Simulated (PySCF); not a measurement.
Electron correlation in Br³⁺ (bromine, charge +3)

[Ar] 3d10 4s2 4p2, high-spin 3P determinant. All numbers are calculated (PySCF 2.14, the spin-free X2C one-electron Hamiltonian (Gaussian nucleus), in x2c-QZVPPall). Frozen: [Ar] 3d10; 4 electrons correlated.

| level | correlation energy (mhartree) |
| --- | --- |
| CCSD | -78.93 |
| (T) | -1.60 |
| CCSD(T) | -80.53 |

Diagnostics: T1 = 0.0057, D1 = 0.0149, largest double amplitude 0.090.

Task: Is a single reference adequate?

Result: Mostly. T1 lies below 0.03, but a double amplitude of this size points to a near-degeneracy that CCSD handles and MP2 describes poorly.
